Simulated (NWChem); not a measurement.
Relativistic effects in H3Ga

SMILES: [GaH3]
```xyz
4

Ga     0.0000     0.0000     0.0000
H      0.0000     0.0000     1.5807
H      1.3689     0.0000    -0.7903
H     -1.3689     0.0000    -0.7903
```
Charge 0, spin multiplicity 1.

Everything below was run with NWChem. The geometry was optimised at PBE/def2-SVP, a minimum by its harmonic frequencies.

Functional B3LYP, all-electron basis x2c-SVPall-2c, contracted for the X2C Hamiltonian and used here with ZORA. The ion keeps the geometry and has multiplicity 2 in the scalar run; the spin-orbit run starts from the same electron counts.

The cost column gives rough processor time relative to scalar ZORA; each entry includes its own SCF.

B3LYP has NWChem's definition, with VWN1-RPA local correlation. The structure started from a generated list of species. The stability of the SCF solutions was not checked.

```
Hamiltonian      ΔSCF ionisation energy (eV)  HOMO (eV)  LUMO (eV)  gap (eV)  relative cost
---------------  ---------------------------  ---------  ---------  --------  -------------
scalar ZORA                            11.19      -8.35      -2.10      6.25              1
spin-orbit ZORA                        11.17      -8.33      -2.10      6.23        under 3
```

From scalar ZORA to spin-orbit ZORA the ionisation energy falls by 0.01 eV.
